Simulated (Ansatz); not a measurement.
Ideal-gas functions of F₂I₂Ti, SMILES `[F][Ti]([F])([I])[I]` at 600 K and 1 bar, from an Ansatz frequency run at PBE0-D4/def2-TZVP.

Molar mass 339.67 g/mol, point group C2v (symmetry number 2), electronic degeneracy 1, moments of inertia 333.228, 1160.473, 1340.473 u Å². Harmonic wavenumbers (cm⁻¹, unscaled): 63, 130, 133, 143, 173, 279, 357, 763, 804.

Use S(trans) = R[1.5 ln M + 2.5 ln T − 1.1517]; rotational temperatures θ = 24.2544 K / I; S(rot) = R[ln(√π/σ · √(T³/θAθBθC)) + 1.5]; for each mode x = 1.438777 ν̃/T, S = R[x/(eˣ − 1) − ln(1 − e⁻ˣ)] and H = RT x/(eˣ − 1); 1 cm⁻¹ = 0.0119627 kJ/mol; R = 8.31446 J/(mol·K).

Q: By hand: the entropy, in J/(mol·K).

A: Translation 196.1. Rotation: θ = 0.0728, 0.0209, 0.0181 K, giving 134.9. Vibration, mode by mode: 24.04, 18.04, 17.85, 17.25, 15.69, 11.81, 9.86, 4.36, 4.04, in all 122.9. Electronic 0.0. Sum 453.9 J/(mol·K).

Q: By hand: H − E and G − E in kJ/mol, counted from the electronic energy.

A: Zero-point energy ½ × 2845 × 0.0119627 = 17.0; thermal vibration 31.4; translation, rotation and pV give 4 RT = 20.0. H − E = 68.4 kJ/mol, and G − E = 68.4 − 600 × 453.9/1000 = -203.9 kJ/mol.

Vibration gives 27 % of the entropy, 77.2 J/(mol·K) of it from the modes under 150 cm⁻¹: soft modes count most, and the harmonic formula is weakest for them.
